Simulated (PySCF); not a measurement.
# How far are cheaper levels from CCSD(T)/CBS for InO⁻?

PySCF; the state is a singlet (closed shell). The composite is CCSD(T) extrapolated to the basis-set limit from two correlation-consistent sets, with core-valence (CV) and scalar-relativistic (SR) terms as its label shows; it has no spin–orbit coupling and nothing beyond (T). Here it is CCSD(T)/CBS(DT)+CV. It gives Re = 1.923 Å, ωe = 671 cm⁻¹ and De = 4.58 eV to In + O⁻.

```json
{"level": "RHF-MP2", "basis": "def2-SVPD", "relativity": "scalar-relativistic core potentials", "Re (Å)": "1.982", "ωe (cm⁻¹)": "622", "De (eV)": "4.90"}
{"level": "RHF-MP2", "basis": "def2-TZVPPD", "relativity": "scalar-relativistic core potentials", "Re (Å)": "1.941", "ωe (cm⁻¹)": "651", "De (eV)": "5.03"}
{"level": "revPBE", "basis": "def2-SVPD", "relativity": "scalar-relativistic core potentials", "Re (Å)": "1.982", "ωe (cm⁻¹)": "613", "De (eV)": "4.17"}
{"level": "r²SCAN", "basis": "aug-cc-pVDZ-PP/aug-cc-pVDZ", "relativity": "scalar-relativistic core potentials", "Re (Å)": "1.942", "ωe (cm⁻¹)": "668", "De (eV)": "4.33"}
{"level": "B3LYP", "basis": "def2-SVPD", "relativity": "scalar-relativistic core potentials", "Re (Å)": "1.956", "ωe (cm⁻¹)": "654", "De (eV)": "3.98"}
{"level": "B3LYP", "basis": "def2-TZVPPD", "relativity": "scalar-relativistic core potentials", "Re (Å)": "1.930", "ωe (cm⁻¹)": "672", "De (eV)": "4.10"}
{"level": "PBE0", "basis": "aug-cc-pVDZ-PP/aug-cc-pVDZ", "relativity": "scalar-relativistic core potentials", "Re (Å)": "1.934", "ωe (cm⁻¹)": "681", "De (eV)": "4.07"}
{"level": "M06", "basis": "def2-TZVPPD", "relativity": "scalar-relativistic core potentials", "Re (Å)": "1.925", "ωe (cm⁻¹)": "680", "De (eV)": "4.34"}
{"level": "LC-ωPBE", "basis": "def2-SVPD", "relativity": "scalar-relativistic core potentials", "Re (Å)": "1.917", "ωe (cm⁻¹)": "716", "De (eV)": "3.95"}
{"level": "LC-ωPBE", "basis": "aug-cc-pVDZ-PP/aug-cc-pVDZ", "relativity": "scalar-relativistic core potentials", "Re (Å)": "1.911", "ωe (cm⁻¹)": "723", "De (eV)": "3.98"}
```

**Question.** Give the difference of each row from the composite.

**Answer.** 

| level | basis | ΔRe (pm) | Δωe (%) | ΔDe (eV) |
| --- | --- | --- | --- | --- |
| RHF-MP2 | def2-SVPD | +5.9 | -7.3 | +0.32 |
| RHF-MP2 | def2-TZVPPD | +1.8 | -3.0 | +0.45 |
| revPBE | def2-SVPD | +5.9 | -8.6 | -0.41 |
| r²SCAN | aug-cc-pVDZ-PP/aug-cc-pVDZ | +1.9 | -0.4 | -0.25 |
| B3LYP | def2-SVPD | +3.3 | -2.5 | -0.60 |
| B3LYP | def2-TZVPPD | +0.7 | +0.1 | -0.48 |
| PBE0 | aug-cc-pVDZ-PP/aug-cc-pVDZ | +1.1 | +1.5 | -0.51 |
| M06 | def2-TZVPPD | +0.2 | +1.3 | -0.24 |
| LC-ωPBE | def2-SVPD | -0.6 | +6.7 | -0.63 |
| LC-ωPBE | aug-cc-pVDZ-PP/aug-cc-pVDZ | -1.2 | +7.7 | -0.60 |

**Question.** Which rows come closest in De?

**Answer.** r²SCAN in aug-cc-pVDZ-PP/aug-cc-pVDZ (-0.25 eV); M06 in def2-TZVPPD (-0.24 eV), counted from the composite.

Correlated steps freeze 5 core orbitals. Correlated levels converge slowly with the basis: in double zeta they bind strong bonds too weakly, by up to about 1 eV, and carry superposition errors of some tenths. These are scalar-relativistic numbers at best; spin–orbit coupling would shift them, the dissociation energy most. For an ion De counts to the pair picked by the measured ionisation energies or electron affinities, which need not be the lowest pair at this level. Where the molecule has an RHF reference, its open-shell atoms are computed with UHF. The highest Kohn–Sham level is positive in some of these anions. Much of that is self-interaction error, but it also means that the finite basis helps to hold the extra electron. The CCSD T1 diagnostic is raised in InO⁻, a sign that a single reference may not be enough there.
